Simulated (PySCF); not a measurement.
## Dipole moment and polarisability of `C=C(C)c1cccc(S)c1`

Compound: C₉H₁₀S.
Geometry (PBE0-D3(BJ)/def2-SVP, Å), atoms numbered from 1 in this order:
```xyz
20
C9H10S angstrom
C     -1.821    1.817    0.411
C     -1.559    0.587   -0.057
C     -2.660   -0.297   -0.571
C     -0.180    0.039   -0.072
C      0.053   -1.339    0.044
C      1.354   -1.836    0.050
C      2.445   -0.983   -0.072
C      2.230    0.395   -0.211
S      3.650    1.429   -0.398
C      0.926    0.891   -0.214
H     -1.042    2.452    0.839
H     -2.838    2.218    0.402
H     -3.611    0.251   -0.627
H     -2.421   -0.693   -1.570
H     -2.818   -1.166    0.088
H     -0.785   -2.030    0.148
H      1.523   -2.911    0.153
H      3.462   -1.383   -0.072
H      2.985    2.600   -0.460
H      0.754    1.960   -0.356
```

Level: wB97X-D/def2-SVPD (PySCF), static field, nuclei fixed, core orbitals frozen in the response. The polarisability tensor in these axes (au):

```
x   166.13   1.10  -4.61
y     1.10 142.97   1.59
z    -4.61   1.59  81.78
```

Question: What are the eigenvalues, a third of the trace, and Δα (Δα² = ½Σ(αi − αj)² over the three pairs)?

Answer: Principal values 81.49, 142.97 and 166.43 au; mean 130.29 au = 19.31 Å³ = 21.48 × 10⁻⁴⁰ C²·m²/J; Δα = 75.98 au (58 % of the mean).

Question: What is the dipole moment, and where does it point?

Answer: (-1.40, -0.20, -0.06) D, 1.41 D in size, pointing from the negative to the positive side. Measured along this direction, the outermost atoms are S9 at the negative end and H13 at the positive end.

Question: What molar refraction does this α imply?

Answer: Lorentz–Lorenz: R = (4π/3)N_A α = 2.5225 cm³/(mol·Å³) × 19.31 Å³ = 48.7 cm³/mol, in the limit of long wavelengths.

Question: In a dilute gas of rigid molecules at 298 K, how does the orientational term μ²/3kT compare with the electronic polarisability?

Answer: In Gaussian units μ²/3kT = 16.16 Å³ against 19.31 Å³, a ratio of 0.84; the Debye molar polarisation (4π/3)N_A(α + μ²/3kT) is 89.5 cm³/mol, leaving out the vibrational part.

Question: Refractivity n − 1 of an ideal gas of it at 298.15 K and 1 atm, from the electronic α?

Answer: N = p/kT = 2.4615 × 10¹⁹ cm⁻³, so n − 1 = 2π × N × 19.31 × 10⁻²⁴ cm³ = 2986 × 10⁻⁶ at long wavelengths.

One conformer (not necessarily the lowest) at the PBE0-D3(BJ)/def2-SVP geometry, without solvent, vibrations or thermal averaging.

These values come from a run that also computed excited states and ΔSCF ions. The run took 6.7 min of wall time on an x86-64 server with one thread, no GPU, shared host.
